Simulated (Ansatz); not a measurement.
Steps of a relaxation of `N#C[CH2][AlH2]` with RKS PBE-D4/def2-SVP.

```sh
$ ansatz run in.yaml --threads 2 --pin off --events-out ev --progress --plain --max-ram 4352MiB
```

```yaml
crystal:
  periodic: [false, false, false]
  atoms:
    - {symbol: N, position_ang: [-0.309300, 1.023000, 2.430900]}
    - {symbol: C, position_ang: [0.011100, 0.830000, 1.348000]}
    - {symbol: C, position_ang: [0.454700, 0.538200, -0.018100]}
    - {symbol: Al, position_ang: [-0.612000, -0.830300, -0.841200]}
    - {symbol: H, position_ang: [1.529700, 0.147100, 0.025300]}
    - {symbol: H, position_ang: [0.461200, 1.477600, -0.617300]}
    - {symbol: H, position_ang: [-0.477600, -1.109900, -2.396700]}
    - {symbol: H, position_ang: [-0.965700, -2.132800, 0.013300]}
basis:
  gaussian: {orbitals: def2-SVP}
hamiltonian: {xc: pbe, dispersion: d4}
relax: {f_tol: 0.03, max_steps: 200}
```

Positions (Å) and forces (eV/Å) along the path, 6 of 6 steps:

```xyz
8
step=1 energy=-10211.7058 eV
N    -0.309    1.023    2.431   -1.128    0.581    3.236
C     0.011    0.830    1.348    1.429   -0.595   -3.540
C     0.455    0.538   -0.018    0.676    0.922    0.899
Al   -0.612   -0.830   -0.841    0.298   -1.589   -0.391
H     1.530    0.147    0.025   -0.837    0.252   -0.146
H     0.461    1.478   -0.617    0.140   -0.083    0.062
H    -0.478   -1.110   -2.397   -0.238    0.332   -0.305
H    -0.966   -2.133    0.013   -0.340    0.179    0.185
8
step=2 energy=-10211.9565 eV
N    -0.324    1.032    2.453   -0.069   -0.014   -0.155
C     0.020    0.837    1.347    0.219   -0.056   -0.059
C     0.461    0.549   -0.012    0.261    0.249    0.425
Al   -0.471   -0.965   -0.857   -0.385   -0.502   -0.286
H     1.525    0.190    0.026   -0.144    0.168    0.009
H     0.463    1.478   -0.622   -0.014   -0.096   -0.046
H    -0.527   -1.035   -2.476    0.024    0.035    0.291
H    -1.055   -2.143    0.085    0.109    0.217   -0.178
8
step=3 energy=-10211.9783 eV
N    -0.331    1.034    2.447   -0.058   -0.014   -0.106
C     0.029    0.835    1.347    0.125   -0.014    0.023
C     0.476    0.543   -0.004    0.112    0.054    0.172
Al   -0.480   -0.980   -0.858   -0.100   -0.129   -0.070
H     1.548    0.222    0.035   -0.071    0.068   -0.016
H     0.451    1.460   -0.631   -0.025   -0.035   -0.033
H    -0.533   -1.027   -2.461    0.001    0.016    0.081
H    -1.068   -2.142    0.070    0.017    0.054   -0.051
8
step=4 energy=-10211.9813 eV
N    -0.356    1.057    2.433    0.035    0.025    0.069
C     0.065    0.844    1.358   -0.181   -0.030   -0.096
C     0.498    0.526    0.013    0.007    0.053    0.013
Al   -0.488   -0.993   -0.844    0.087   -0.002   -0.023
H     1.576    0.256    0.042    0.094   -0.055   -0.096
H     0.422    1.415   -0.652    0.007   -0.004    0.068
H    -0.540   -0.987   -2.444   -0.021    0.010    0.037
H    -1.086   -2.175    0.039   -0.029    0.004    0.027
8
step=5 energy=-10211.9850 eV
N    -0.377    1.015    2.421   -0.009    0.035    0.099
C     0.056    0.828    1.347   -0.049   -0.033   -0.094
C     0.514    0.535    0.004   -0.035    0.002   -0.004
Al   -0.481   -0.987   -0.839    0.065    0.009   -0.023
H     1.594    0.268    0.029    0.048   -0.026   -0.038
H     0.432    1.433   -0.647    0.004   -0.003    0.024
H    -0.549   -1.005   -2.437   -0.012    0.010    0.015
H    -1.096   -2.144    0.067   -0.012    0.006    0.020
8
step=6 energy=-10211.9860 eV
N    -0.382    1.022    2.420   -0.007    0.001    0.002
C     0.045    0.825    1.344    0.012   -0.002   -0.002
C     0.514    0.533    0.005    0.002   -0.012   -0.012
Al   -0.471   -0.988   -0.844   -0.020   -0.001    0.010
H     1.594    0.259    0.029    0.002    0.009    0.009
H     0.438    1.433   -0.642    0.002    0.009   -0.001
H    -0.564   -1.000   -2.439    0.006    0.003   -0.009
H    -1.082   -2.140    0.071    0.002   -0.006    0.004
```

Run time 6.5 s (2 threads of an Arm Neoverse V2 on a shared host); peak host memory 0.12 GiB.
